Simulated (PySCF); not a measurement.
Compound: C5H6ClN.
Cartesian coordinates in Å at the GFN2-xTB level; atoms count from 1:
```
atom  x, y, z in Å
N1     3.0737   -0.5248    0.2522
C2     2.0385   -0.1993   -0.1080
C3     0.7268    0.1978   -0.5349
C4    -0.3499   -0.9135   -0.5252
C5    -1.2849    0.0369    0.2297
Cl6   -2.0894   -0.6410    1.6627
C7    -0.1096    0.9803    0.5054
H8     0.7988    0.7117   -1.4959
H9    -0.6952   -1.2575   -1.4972
H10   -0.0522   -1.7697    0.0768
H11   -2.0658    0.4739   -0.3918
H12    0.2830    0.8721    1.5145
H13   -0.2780    2.0335    0.2940
```

The closed-shell SCF was solved with PySCF and density fitting under several settings on one GFN2-xTB geometry (grid level 2 and gas phase unless stated).

```json
{"settings": "PBE0/pcSseg-1", "basis functions": "156", "SCF cycles": "14", "E (Eh)": "-708.5580", "HOMO (eV)": "-8.66", "LUMO (eV)": "0.32", "dipole (D)": "4.05"}
{"settings": "PBE0/def2-SVPD", "basis functions": "195", "SCF cycles": "14", "E (Eh)": "-708.3020", "HOMO (eV)": "-8.70", "LUMO (eV)": "0.04", "dipole (D)": "4.11"}
{"settings": "HCTH407/ANO-RCC-VDZP", "basis functions": "132", "SCF cycles": "14", "E (Eh)": "-708.7825", "HOMO (eV)": "-7.41", "LUMO (eV)": "-1.03", "dipole (D)": "3.92"}
{"settings": "CAM-B3LYP/6-31++G**, grid level 1, fitting basis def2-qzvpp-jkfit", "basis functions": "166", "SCF cycles": "10", "E (Eh)": "-708.9209", "HOMO (eV)": "-10.04", "LUMO (eV)": "-0.01", "dipole (D)": "4.21"}
{"settings": "wB97X-D/pcSseg-0, grid level 4, damping 0.2 at the start, DIIS from the seventh cycle", "basis functions": "79", "SCF cycles": "15", "E (Eh)": "-707.8828", "HOMO (eV)": "-10.55", "LUMO (eV)": "2.45", "dipole (D)": "4.16"}
{"settings": "KT3/3-21G, fitting basis def2-qzvpp-jkfit", "basis functions": "79", "SCF cycles": "10", "E (Eh)": "-712.5085", "HOMO (eV)": "-7.21", "LUMO (eV)": "-0.35", "dipole (D)": "3.68"}
{"settings": "PBE0/def2-TZVP", "basis functions": "259", "SCF cycles": "14", "E (Eh)": "-708.7101", "HOMO (eV)": "-8.61", "LUMO (eV)": "0.24", "dipole (D)": "4.11"}
{"settings": "wB97X/STO-3G", "basis functions": "45", "SCF cycles": "12", "E (Eh)": "-700.9659", "HOMO (eV)": "-9.35", "LUMO (eV)": "6.29", "dipole (D)": "3.35"}
{"settings": "wB97X/Sadlej pVTZ", "basis functions": "230", "SCF cycles": "14", "E (Eh)": "-709.0492", "HOMO (eV)": "-11.07", "LUMO (eV)": "0.83", "dipole (D)": "4.17"}
```

**Question.** Estimate the row for these settings: CAM-B3LYP/6-31G, IEF-PCM dichloromethane, start guess atom.

**Answer.** 
```tsv
settings	basis functions	SCF cycles	E (Eh)	HOMO (eV)	LUMO (eV)	dipole (D)
CAM-B3LYP/6-31G, IEF-PCM dichloromethane, start guess atom	79	10	-708.8246	-9.76	2.14	5.10
```

**Question.** Over all rows, what range does the HOMO–LUMO gap span?

**Answer.** From 6.38 eV (HCTH407/ANO-RCC-VDZP) to 15.64 eV (wB97X/STO-3G). The functional of the narrowest has no exact exchange, that of the widest range-separated exact exchange.

**Question.** And the dipole moment?

**Answer.** From 3.35 D (wB97X/STO-3G) to 5.10 D (CAM-B3LYP/6-31G, IEF-PCM dichloromethane, start guess atom); the largest is 1.52 times the smallest, and the median is 4.11 D.

**Question.** Compare two rows with the functional wB97X: wB97X/Sadlej pVTZ and wB97X/STO-3G. Which energy is lower, and by how much?

**Answer.** wB97X/Sadlej pVTZ (230 functions) lies 8.0833 Eh or 5072 kcal/mol below wB97X/STO-3G (45 functions).

wB97X-D ran without the empirical dispersion term, which would shift the total energy alone. Cycle counts include a coarse-grid stage where the run had one. All basis functions are spherical, in the Pople sets too. KT3 was designed for NMR shieldings or shifts; total energies of different functionals aren't comparable. ANO-RCC sets were contracted for a scalar-relativistic Hamiltonian, but ran non-relativistically here. One conformer (not necessarily the lowest) at the GFN2-xTB geometry, without vibrations or thermal averaging.
